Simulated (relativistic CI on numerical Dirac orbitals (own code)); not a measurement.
Computed by Dirac-Coulomb-Breit CI, orbitals from a KLI potential per configuration, a model potential for QED, unscaled Slater integrals (own radial code, finite nucleus).

CI space: 1s², 1s2s, 1s2p, 1s3s, 1s3p, 1s3d, 1s4s, 1s4p, 1s4d, 1s4f, 1s5s, 1s5p, 1s5d, 1s5f, 1s5g, 1s6s, 1s6p, 1s6d, 2s². Levels of other configurations are missing.

At this charge energies of transitions that change n are usually good to better than 1 %, and those within a shell (Δn = 0) to a few per cent.

Outline of the computed level scheme of Lu LXX. Lowest level of each configuration: 1s² ¹S0 at 0.0 eV; 1s2s ³S1 at 53919.2 eV; 1s2p ³P°1 at 54028.7 eV; 1s3s ³S1 at 64315.5 eV; 1s3p ³P°1 at 64344.7 eV; 1s3d ³D2 at 64743.2 eV; 1s4s ³S1 at 67885.1 eV; 1s4p ³P°1 at 67896.9 eV; 1s4d ³D2 at 68063.9 eV.

Some strong electric-dipole decays among the lowest 27 levels: 1s2p ¹P°1 → 1s² ¹S0 (1.9e+16 s⁻¹); 1s2p ³P°1 → 1s² ¹S0 (1.0e+16 s⁻¹); 1s3p ¹P°1 → 1s² ¹S0 (5.4e+15 s⁻¹); 1s3p ³P°1 → 1s² ¹S0 (2.5e+15 s⁻¹); 1s4p ¹P°1 → 1s² ¹S0 (2.2e+15 s⁻¹); 1s3d ³D3 → 1s2p ³P°2 (1.5e+15 s⁻¹); 1s3d ³D2 → 1s2p ³P°1 (1.4e+15 s⁻¹); 1s3d ¹D2 → 1s2p ¹P°1 (1.4e+15 s⁻¹).

LS names give the leading component of a level, which can be under half, so a name can repeat, a term be missing and a line seem to break the LS rules.
